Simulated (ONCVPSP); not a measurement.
# What one change does to a pseudopotential (Ti, ONCV)

```
Element                 : Ti (Z = 22)
Generator               : ONCVPSP 4.0.1
Type                    : optimised norm-conserving Vanderbilt (ONCV)
Functional              : PBE
Relativity              : scalar-relativistic
Frozen core             : [Ne]
Valence charge          : 12
Reference configuration : 3s2 3p6 3d2 4s2
Partial waves           : 3s+4s: rc 1.40 bohr, ncon 4, nbas 7, qcut 6.6 1/bohr, 2 projectors; 3p: rc 1.50 bohr, ncon 4, nbas 9, qcut 7.7 1/bohr, 2 projectors, debl 3.3 Ha; 3d: rc 1.90 bohr, ncon 3, nbas 8, qcut 8.4 1/bohr, 1 projector
Local potential         : polynomial inside 1.15 bohr (lpopt 3, dvloc0 1 Ha)
Core correction         : Teter function, fcfact 1.5, rcfact 1.65
```

All-electron outer shells of the reference configuration (PBE, scalar-relativistic, ld1.x):

| shell | level (eV) | outermost node (bohr) | outermost maximum (bohr) |
| --- | --- | --- | --- |
| 2p | -444.26 | – | 0.22 |
| 3s | -62.63 | 0.40 | 0.87 |
| 3p | -38.86 | 0.37 | 0.90 |
| 4s | -4.47 | 1.24 | 2.92 |
| 3d | -4.26 | – | 0.98 |

Change: d: rc 1.34.

Cutoffs: the cutoffs (Ha) at which the residual kinetic energy of the hardest occupied pseudo-wave falls to 1 and 0.1 mHa per electron; they do not see the model core or the augmentation charge, which bear on the density cutoff. Errors are all-electron minus pseudo energies relative to the spin-unpolarised reference configuration.

Question: How do hardness, ghosts and transferability respond?

Answer: The potential gets harder (25 Ha and 55 Ha → 33 Ha and 122 Ha); of the 4 tests that both files solve, the error grows in 2 and shrinks in 2 by more than 15 % and 0.3 meV (median size 29.6 → 6.9 meV); neither file shows a bound ghost. A smaller radius makes the pseudo-wave follow the all-electron one further in, where it bends more sharply, so more plane waves are needed.

| quantity | base | changed |
| --- | --- | --- |
| cutoff, loose | 25 Ha | 33 Ha |
| cutoff, tight | 55 Ha | 122 Ha |
| loose cutoff by channel | s 20 Ha, p 20 Ha, d 25 Ha | s 20 Ha, p 20 Ha, d 33 Ha |
| bound ghosts | none | none |
| GHOST(+) flags under 300 eV | none | none |
| error for 3s2 3p6 3d2 4s1, meV [ΔE 7.35 eV] | -0.1 | -0.5 |
| error for 3s2 3p6 3d2 4s0, meV [ΔE 20.92 eV] | -0.9 | -1.9 |
| error for 3s2 3p6 3d1 4s0, meV [ΔE 47.87 eV] | +58 | +12 |
| error for 3s2 3p5 3d2 4s2, meV [ΔE 45.56 eV] | -107 | -37 |
| s: phases at 1.42 bohr within 0.05 rad from the reference energy up to (Ha; the scan ends near 5) | to the end of the scan | to the end of the scan |
| p: phases at 1.53 bohr within 0.05 rad from the reference energy up to (Ha; the scan ends near 5) | to the end of the scan | to the end of the scan |
| rms error of d²Exc/dni dnj with the model core, mHa | 0.99 | 1.01 |
